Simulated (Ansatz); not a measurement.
**Pulling the pair apart**

The pair of H$_{2}$ (SMILES [H][H], atoms 1–2) and CS$_{2}$ (SMILES S=C=S, atoms 3–5), both closed shells, in one local arrangement (a lower one may exist), relaxed at PBE0-D4/def2-TZVP:

H1  (-0.307, -0.258, -2.047)
H2  (0.234, 0.251, -1.966)
S3  (1.153, 1.061, 1.297)
C4  (0.025, 0.002, 1.340)
S5  (-1.104, -1.056, 1.376)
(Å)

CS$_{2}$ is shifted rigidly along the line between the mean atom positions of the two fragments (negative: closer). Counterpoise interaction energies in kcal/mol. Computed with Ansatz 0.2.0 (basis: def2-TZVPPD); correlated methods freeze the cores.

```csv
shift (Å),r2SCAN-D4,PBE0-D4,PBE-D4
-0.35,-0.03,-0.35,-0.46
-0.17,-0.22,-0.53,-0.63
0.00,-0.28,-0.57,-0.66
0.17,-0.28,-0.54,-0.62
0.42,-0.23,-0.45,-0.52
0.87,-0.14,-0.28,-0.32
1.74,-0.05,-0.09,-0.11
3.49,-0.01,-0.02,-0.02
```

Q: What does CCSD(T) give at these shifts? (Judge from chemistry; the value comes from the calculation.)

A: By the calculation: -0.11, -0.32, -0.38, -0.37, -0.31, -0.19, -0.07, -0.01 kcal/mol. For zero shift, CCSD(T) at an estimated basis limit (MP2 extrapolated from triple and quadruple zeta, plus CCSD(T) − MP2 in triple zeta) gives -0.49 kcal/mol. These are counterpoise interaction energies, counted from the two frozen fragments.

The T1 diagnostic stays at or below 0.019.

For scale, one of the runs: CCSD(T)/def2-TZVPPD, 173 basis functions, launched by `ansatz run in.yaml --threads 2 --pin off --events-out ev --progress --plain --max-ram 5222MiB`. The run took 22 s on 2 CPU threads of an Arm Neoverse V1 (shared host), with 1.4 GiB of host memory at its peak.
